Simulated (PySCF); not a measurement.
**GeF₄ → GeF₂ + F₂**

Level: PBE in the def2-TZVP basis family, all electrons, no relativity, computed in PySCF with density fitting; open shells unrestricted.

| species | state and structure | E (Eh) | ZPE (kJ/mol) | H(298 K) − H(0) (kJ/mol) | S° (J/(mol K)) |
| --- | --- | --- | --- | --- | --- |
| GeF₄ | singlet, Td, Ge–F 1.716 Å (×4) | -2476.02449 | 24.3 | 17.8 | 306.4 |
| GeF₂ | singlet, C2v, Ge–F 1.772 Å (×2); F–Ge–F 97.8° | -2276.36612 | 9.1 | 12.0 | 272.7 |
| F₂ | singlet, D∞h, F–F 1.413 Å | -199.42304 | 6.0 | 8.8 | 202.5 |

(1) What is the electronic reaction energy?

(2) Add zero-point, thermal and entropy terms for 298.15 K and 1 bar.

Answers

(1) At PBE/def2-TZVP, ΔE = 617.9 kJ/mol from the differences of the total energies times 2625.5, uphill. 

(2) ΔZPE = -9.2 and Δ[H(298) − H(0)] = 3.0 kJ/mol give ΔH° = 611.7 kJ/mol. ΔS° = 168.8 J/(mol K), so ΔG° = 611.7 − 298.15 × (0.1688) = 561 kJ/mol.

The structures come from searches over a few start shapes, so lower isomers are not excluded.
